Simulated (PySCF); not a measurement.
Labels have come off several samples. The candidates:

A. SMILES C=C(C)[SiH2]/C(F)=C/[SiH2]C#N
B. SMILES Fc1cc(N[SiH3])ccc1[SiH3]
C. `N#C[C@@H]1[SiH2]CC[SiH2]/C1=C/F`

Spectrum 1. 1H NMR (300 MHz, computed): δ 6.32 (br s, 1H), 5.91 (br s, 1H), 5.48 (m, 1H), 4.81 (d, 2H), 4.65 (m, 2H), 2.19 (s, 3H). 13C{1H} NMR (computed): δ 192.7 (C), 147.6 (C), 140.6 (CH2), 123.1 (C), 115.6 (CH), 27.3 (CH3).

Spectrum 2. 1H NMR (300 MHz, computed): δ 6.82 (m, 1H), 4.93 (m, 1H), 4.49 (m, 1H), 4.16 (m, 1H), 4.14 (m, 1H), 3.79 (m, 1H), 1.70 (m, 1H), 1.38 (m, 1H), 1.37 (m, 1H), 0.96 (m, 1H). 13C{1H} NMR (computed): δ 159.1 (CH), 123.8 (C), 113.7 (C), 13.0 (CH), 10.7 (CH2), 6.6 (CH2).

Spectrum 3. 1H NMR (300 MHz, computed): δ 7.51 (m, 1H), 6.49 (m, 1H), 6.47 (d, 1H), 4.81 (s, 3H), 4.51 (s, 3H), 3.33 (br s, 1H). 13C{1H} NMR (computed): δ 178.7 (C), 156.5 (C), 143.5 (CH), 116.3 (CH), 108.7 (C), 102.5 (CH).

Computed data (PySCF 2.14.0 with density-fitted response routines): GIAO PBE0/pcSseg-1 shieldings, coordinates at the GFN2-xTB level. Isolated molecule, single conformer, non-relativistic, averaged over atoms made equivalent by symmetry, fast rotation or ring inversion.

Referencing at the same level of theory: 1H (σ = 31.72 ppm) and 13C (σ = 186.93 ppm) vs TMS. Splittings of carbon signals by F and P are missing where no couplings were computed. Where no couplings were computed, multiplicities follow the n + 1 count of equivalent neighbours, and m marks all less simple cases (inequivalent or close neighbours, rings, F or P nearby). Shifts are as computed. Against solution values, carbons near 30 ppm lie about +3 ppm off and those near 130 ppm about +5 ppm. Of 1309 compounds with measured shifts, 239 miss one by over three times the rms of a fit or turn the order of signals round; such compounds aren't used in these exercises. OH and NH positions are gas-phase values without hydrogen bonding to other molecules.

Which spectrum belongs to which compound?

Results:

1–A, 2–C, 3–B.

- Spectrum 1 (A): 6 13C signals; δC 147.6 is a fully substituted alkene carbon; δC 140.6 is a terminal =CH2 carbon.
- Spectrum 2 (C): 6 13C signals; δC 159.1 is an alkene CH; δC 123.8 is a nitrile carbon.
- Spectrum 3 (B): 6 13C signals; δC 178.7 is an aromatic carbon bearing fluorine; δC 156.5 is an aromatic carbon bearing nitrogen.
